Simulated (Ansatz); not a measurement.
This singlet lies 1.87 eV below the relaxed triplet at the level frozen-core CCSD(T)/cc-pVTZ // PBE0-D3(BJ)/def2-SVP (Ansatz, a first-principles code).

Level of theory: frozen-core CCSD(T)/cc-pVTZ // PBE0-D3(BJ)/def2-SVP run with Ansatz. The restricted HF reference is unstable towards unrestricted orbitals.

Ansatz 0.2 input:
```yaml
crystal:
  periodic: [false, false, false]
  atoms:
    - { symbol: C, position_ang: [-0.547951, -0.060934, -0.028681] }
    - { symbol: Si, position_ang: [1.180931, -0.811064, -0.226902] }
    - { symbol: F, position_ang: [2.051976, 0.51801, 0.194992] }
    - { symbol: H, position_ang: [-1.355676, -0.771217, -0.262826] }
    - { symbol: H, position_ang: [-0.68045, 0.301551, 1.007115] }
    - { symbol: H, position_ang: [-0.64883, 0.823654, -0.683698] }
basis:
  gaussian: { orbitals: cc-pVTZ }
correlation:
  method: ccsd_t
```

Output:

```
Functional definition: HF
788 factors; integrals over basis functions are off by at most 1.0e-3 eV
mean field evaluation 1: about -11645.6669 eV, gradient 3.5e1 eV
mean field evaluation 2: about -11645.6752 eV, gradient 3.5e1 eV
mean field evaluation 4: about -11648.3602 eV, gradient 3.0e0 eV
mean field evaluation 8: about -11648.4040 eV, gradient 4.4e-4 eV
mean field evaluation 16: about -11648.3933 eV, gradient 2.7e-1 eV
mean field -11648.40404589 eV, -428.0709531148 hartree, gradient 3.0e-6 eV, S^2 0.000000; 0 other end points of the search recorded, 0 dependent functions left out; unrestricted orbitals would lower it
7 core orbitals not correlated
reference -11648.40404589 eV, -428.0709531148 hartree; 9, 9 occupied and 120, 120 virtual orbitals, 788 factors
second order -14.46183927 eV of doubles, -0.00000000 eV of singles
cycle   1  -14.71887788 eV  change   -2.6e-1 eV  update   9.1e-2
cycle   2  -15.08489054 eV  change   -3.7e-1 eV  update   3.2e-2
cycle   3  -15.19066169 eV  change   -1.1e-1 eV  update   1.8e-2
cycle   4  -15.17815278 eV  change    1.3e-2 eV  update   4.6e-3
cycle   5  -15.17622620 eV  change    1.9e-3 eV  update   1.9e-3
cycle   6  -15.17718880 eV  change   -9.6e-4 eV  update   6.1e-4
cycle   7  -15.17690512 eV  change    2.8e-4 eV  update   2.4e-4
cycle   8  -15.17686296 eV  change    4.2e-5 eV  update   7.4e-5
cycle   9  -15.17691920 eV  change   -5.6e-5 eV  update   2.9e-5
cycle  10  -15.17692169 eV  change   -2.5e-6 eV  update   1.0e-5
perturbative correction -0.52789340 eV, -0.0193997247 hartree
Total energy: -11664.10886099 eV, -428.6480944243 hartree
```

Cost: very roughly 18 core-seconds.
